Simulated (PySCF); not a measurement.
## Structure from NMR data

An unknown has the formula CH11FO3Si4. Its calculated NMR data are:

1H NMR (400 MHz, computed): δ 5.55 (m, 1H), 5.16 (s, 3H), 3.93 (s, 3H), 3.43 (m, 3H), 1.37 (br s, 1H).

13C{1H} NMR (computed): δ 51.8 (CH3).

Level of theory: GFN2-xTB geometry, GIAO PBE0/pcSseg-1 shieldings, in PySCF 2.14.0 with density-fitted response routines (relativity neglected, no solvent, equivalent nuclei averaged, a single conformation).

References, each an isolated molecule treated in the same way: 1H (σ = 31.72 ppm) and 13C (σ = 186.93 ppm) vs TMS.

Question: Propose a structure and justify it.

Answer: 
- The formula gives 0 degrees of unsaturation.
- Carbon types of the structure: 1 × CH3, leaving 8 H on heteroatoms.
- δC 51.8: methyl carbon bonded to O; pulled downfield by the heteroatom.
- δH 5.55: hydrogen on a silicon bonded to 2 O, Si.
- δH 5.16: hydrogen on a silicon bonded to O.
- δH 3.93: hydrogen on a methyl carbon bonded to O; its carbon carries O, an electronegative neighbour.
- δH 3.43: hydrogen on a silicon bonded to Si.
- δH 1.37: hydrogen on an oxygen bonded to Si; labile proton, position sensitive to the medium.

The compound is `InChI=1S/CH11FO3Si4/c1-4-8(3)9(2,7)5-6/h3,8H,1,6-7H3/t8-,9+/m1/s1`.

The data come from this structure; uniqueness wasn't tested.

OH and NH positions are those of a molecule without intermolecular hydrogen bonds; in solution they move with solvent, concentration and temperature, and exchange usually removes their couplings. Splittings by 19F in the carbon and heteronuclear signals aren't shown, as no couplings were computed. Shifts are as computed. Against solution values, carbons near 30 ppm lie about +3 ppm off and those near 130 ppm about +5 ppm. Of 1309 compounds with measured shifts, 239 miss one by over three times the rms of a fit or turn the order of signals round; such compounds aren't used in these exercises. Multiplicities follow the n + 1 count of equivalent neighbours, as no J values were calculated; m marks all less simple cases, F and P coupling included.
